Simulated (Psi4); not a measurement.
AuCl, charge -1, doublet, at the geometry of the source list (the multiplicity is a formal guess) (core potentials on Au) (a gas-phase anion, which may not be bound at this level); TPSS/def2-SVP (Psi4).

Here is a job for Psi4.
```
memory 2 GB

molecule mol {
-1 2
  Au   -0.684900   -0.604800   -0.643200
  Cl    0.684900    0.604800    0.643200
symmetry cs
}

set basis def2-svp
set reference uks

energy('tpss')
print_variables()
```

The log (banner, timings and long lists left out):

```
   => Loading Basis Set <=

    Name: DEF2-SVP
    Role: ORBITAL
    Keyword: BASIS

    !!!  WARNING: ECP capability is in beta. Please check occupations closely.  !!!

         ---------------------------------------------------------
                                   SCF
               by Justin Turney, Rob Parrish, Andy Simmonett
                          and Daniel G. A. Smith
                              UKS Reference
         ---------------------------------------------------------

  ==> Geometry <==

    Molecular point group: cs
    Full point group: C_inf_v

    Geometry (in Angstrom), charge = -1, multiplicity = 2:

       Center              X                  Y                   Z               Mass
    ------------   -----------------  -----------------  -----------------  -----------------
         AU           0.000000000000     0.000000000000    -0.336939568328   196.966568790000
         CL           0.000000000000    -0.000000000000     1.897855536374    34.968852682000

  Running in cs symmetry.

  Rotational constants: A = ************  B =      0.11366  C =      0.11366 [cm^-1]
  Rotational constants: A = ************  B =   3407.49285  C =   3407.49285 [MHz]
  Nuclear repulsion =   76.483181248601468

  Charge       = -1
  Multiplicity = 2
  Electrons    = 37
  Nalpha       = 19
  Nbeta        = 18

  ==> Algorithm <==

  SCF Algorithm Type is DF.
  DIIS enabled.
  MOM disabled.
  Fractional occupation disabled.
  Guess Type is SAD.
  Energy threshold   = 1.00e-06
  Density threshold  = 1.00e-06
  Integral threshold = 1.00e-12

  ==> Primary Basis <==

  Basis Set: DEF2-SVP
    Blend: DEF2-SVP
    Number of shells: 20
    Number of basis functions: 50
    Number of Cartesian functions: 56
    Spherical Harmonics?: true
    Max angular momentum: 3

  Core potential: DEF2-SVP
    Number of shells: 4
    Number of ECP primitives: 14
    Number of ECP core electrons: 60
    Max angular momentum: 3

  ==> DFT Potential <==

   => LibXC <=

    Version 7.1.2
    S. Lehtola, C. Steigemann, M. J. T. Oliveira, and M. A. L. Marques,  SoftwareX 7, 1–5 (2018) (10.1016/j.softx.2017.11.002)

   => Composite Functional: TPSS <=

    TPSS Meta-GGA XC Functional

    J. Tao, et al., Phys. Rev. Lett., 91, 146401, 2003

    Deriv               =              1
    GGA                 =           TRUE
    Meta                =           TRUE

    Exchange Hybrid     =          FALSE
    MP2 Hybrid          =          FALSE

[...]

   @Spin Contamination Metric:   2.348951167E-03
   @S^2 Expected:                7.500000000E-01
   @S^2 Observed:                7.523489512E-01
   @S   Expected:                5.000000000E-01
   @S   Observed:                5.000000000E-01

    Orbital Energies [Eh]
    ---------------------

    Alpha Occupied:

[...]
      14Ap     0.045612

    Alpha Virtual:

[...]
      35Ap   202.649254

    Beta Occupied:

[...]
    Beta Virtual:

[...]
    Final Occupation by Irrep:
             Ap   App
    DOCC [    13,    5 ]
    SOCC [     1,    0 ]
    NA   [    14,    5 ]
    NB   [    13,    5 ]

  @DF-UKS Final Energy:  -595.84415971292231

   => Energetics <=

    Nuclear Repulsion Energy =             76.4831812486014684
    One-Electron Energy =               -1034.8182268311434200
    Two-Electron Energy =                 403.7707603341090135
    DFT Exchange-Correlation Energy =     -41.2798744644894029
    Empirical Dispersion Energy =           0.0000000000000000
    VV10 Nonlocal Energy =                  0.0000000000000000
    Total Energy =                       -595.8441597129223055

  UHF NO Occupations:
  HONO-2 :    5App 1.9996601
  HONO-1 :   13 Ap 1.9996601
  HONO-0 :   14 Ap 1.0000000
  LUNO+0 :   15 Ap 0.0003399
  LUNO+1 :    6App 0.0003399
  LUNO+2 :   16 Ap 0.0002841
  LUNO+3 :   17 Ap 0.0001557

Computation Completed

Properties will be evaluated at   0.000000,   0.000000,   0.000000 [a0]

Properties computed using the SCF density matrix

 Multipole Moments:

 ------------------------------------------------------------------------------------
     Multipole            Electronic (a.u.)      Nuclear  (a.u.)        Total (a.u.)
 ------------------------------------------------------------------------------------

 L = 1.  Multiply by 2.5417464519 to convert [e a0] to [Debye]
 Dipole X            :          0.0000000            0.0000000            0.0000000
 Dipole Y            :          0.0000052           -0.0000000            0.0000052
 Dipole Z            :        -49.2378179           48.8715156           -0.3663023
 Magnitude           :                                                    0.3663023

 ------------------------------------------------------------------------------------

  Variable Map:
  ----------------------------------------------------------------------------
[...]
  Array Variable Map:
  ----------------------------------------------------------------------------
[...]
[...]
```
